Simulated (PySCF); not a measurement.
A structure optimised at GFN2-xTB (Å):
```
atom  x, y, z in Å
C1     0.207   -1.844    0.646
C2     0.178   -0.824   -0.190
C3     1.269    0.164   -0.447
C4     1.577    1.010    0.772
F5     0.498    1.657    1.241
F6     2.055    0.289    1.800
F7     2.499    1.947    0.509
S8    -1.313   -0.574   -1.254
C9    -2.264    0.325    0.049
O10   -0.913    0.442   -2.227
H11   -0.637   -2.508    0.736
H12    1.054   -2.053    1.278
H13    0.939    0.831   -1.255
H14    2.196   -0.327   -0.750
H15   -3.235    0.568   -0.370
H16   -1.742    1.237    0.317
H17   -2.375   -0.326    0.907
```

Charge 0, singlet.

Problem. Read off the bonds between heavy atoms and their formal orders.

Solution. C1–C2 1.32 Å (double); C2–C3 1.49 Å (single); C3–C4 1.52 Å (single); C4–F5 1.34 Å (single); C4–F6 1.34 Å (single); C4–F7 1.34 Å (single); C2–S8 1.85 Å (single); S8–C9 1.85 Å (single); S8–O10 1.46 Å (double). Bonds to hydrogen (Å): C1–H11 1.08; C1–H12 1.08; C3–H13 1.10; C3–H14 1.09; C9–H15 1.09; C9–H16 1.08; C9–H17 1.08. The orders are those of one drawing; other resonance forms can be drawn.

Problem. Give the structure as a SMILES string.

Solution. `C=C(CC(F)(F)F)[S@@](C)=O`, C5H7F3OS. Among its features: C=C double bond, sulfoxide, CF3 group and C–F bond.

Problem. What is the point group of this geometry?

Solution. C1 (no symmetry element, even within 0.4 Å).

Problem. Describe the place of each heavy atom.

Solution. C1: terminal =CH2 carbon; C2: fully substituted alkene carbon; C3: allylic carbon; C4: CF3 carbon; F5/F6/F7: fluorine of a CF3 group; S8: sulfinyl sulfur; C9: S-methyl carbon; O10: sulfinyl oxygen.

Problem. What is the arrangement about C9?

Solution. It has 4 neighbours (S8, H15, H16, H17) and is tetrahedral (angles from 107.3° to 111.0°).

Problem. What is the arrangement about C4?

Solution. It has 4 neighbours (C3, F5, F6, F7) and is tetrahedral (angles from 106.1° to 112.8°).

All values are computed, not measured.
